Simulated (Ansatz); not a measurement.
Hg10Te9F2, relaxed as a singlet with RKS PBE-D4/def2-SVP in Ansatz, starting from the GFN1-xTB geometry. Force threshold 0.03 eV/Å.

In the def2 sets Hg, Te take a core potential; there is no spin–orbit coupling. Single mean-field runs in def2-SVP are fitted with def2-universal-jkfit. Another isomer (singlet) lies 0.57 eV lower at PBE0-D4/def2-TZVP; other spin states weren't run for this one.

Start:

```xyz
21

F    -0.9314   -2.8054    2.5734
F    -1.8401    1.3442    3.0287
Hg   -0.5284   -2.6056   -3.0729
Hg   -0.6933    2.3478   -4.7183
Hg   -3.6035   -2.3171   -1.2208
Hg   -0.6489    1.5452   -0.9380
Hg   -1.9135   -0.9567    3.1583
Hg    0.3948   -2.3973    0.9067
Hg   -0.0606    2.1534    3.4982
Hg    2.9231   -1.0540   -1.8885
Hg    3.0920    1.0369    1.1620
Hg   -0.4602    5.6250   -0.1902
Te   -3.1974   -3.4506   -3.6341
Te    0.5298    0.0819   -3.1628
Te   -1.0549    3.9298   -2.4539
Te    1.5476   -3.5976   -1.3411
Te   -1.9378   -0.6952    0.4155
Te    0.9224    2.9798    1.0694
Te    0.3386   -0.3711    4.7175
Te    2.1361   -1.2408    2.8577
Te    4.9854    0.4474   -0.7666
```

```
         step   energy (eV)  largest force component (eV/Å)  SCF passes
            1  -112852.7169                           2.409          39
            2  -112853.6981                           0.840          30
            3  -112854.1178                           0.291          31
            4  -112854.3609                           0.326          31
            5  -112854.5397                           0.307          30
            6  -112854.6979                           0.261          29
            7  -112854.8328                           0.217          26
            8  -112854.9455                           0.189          25
            9  -112855.0342                           0.180          25
           10  -112855.0982                           0.082          26
11 (rejected)  -112855.0809                           0.402          31
           14  -112855.1664                           0.077          25
           17  -112855.2937                           0.202          25
           20  -112855.5856                           0.406          29
           23  -112855.7928                           0.397          28
           26  -112856.0669                           0.196          30
           29  -112856.2886                           0.132          25
           32  -112856.3370                           0.092          25
           35  -112856.4039                           0.144          31
           38  -112856.4530                           0.083          24
           41  -112856.5356                           0.109          25
           44  -112856.5855                           0.163          25
           47  -112856.6018                           0.023          24
           48  -112856.6027                           0.020          23
```

Force components are those of the run's own axes.

End:

Cartesian coordinates in Å:
```
F -1.194 -2.458 2.887
F -1.303 0.728 2.473
Hg -0.054 -2.415 -3.166
Hg -0.414 1.210 -3.953
Hg -2.763 -0.665 -2.258
Hg -1.172 2.422 -0.688
Hg -0.671 -0.942 4.215
Hg -0.085 -1.614 0.754
Hg 0.893 1.844 2.886
Hg 2.850 -2.716 -0.817
Hg 2.188 1.106 -1.058
Hg -2.625 3.520 2.099
Te -2.000 -1.432 -4.865
Te 2.015 -0.134 -3.527
Te -2.230 3.089 -3.168
Te 0.501 -4.064 -0.976
Te -2.356 -0.019 0.395
Te 1.322 3.220 0.528
Te 0.551 1.014 5.506
Te 2.297 -0.989 2.363
Te 4.250 -0.704 0.369
```

Bonds lost: F1–Hg8, F2–Hg9, Hg6–Te14, Hg7–Te17, Hg10–Te14, Hg11–Te20, Hg12–Te15, Te19–Te20 (atoms count from 1). Bonds formed: Hg4–Te13, Hg9–Te20, Hg11–Te14, Te20–Te21 (atoms count from 1).

The force fell under the threshold at step 47, but the optimiser went on. No frequencies were taken in this run, so the end may be a saddle point.

Run time 4 min (4 threads of AMD EPYC 7R13 on a shared host and a share (37 GiB) of an NVIDIA H100 80GB HBM3), peak host memory 1.4 GiB.
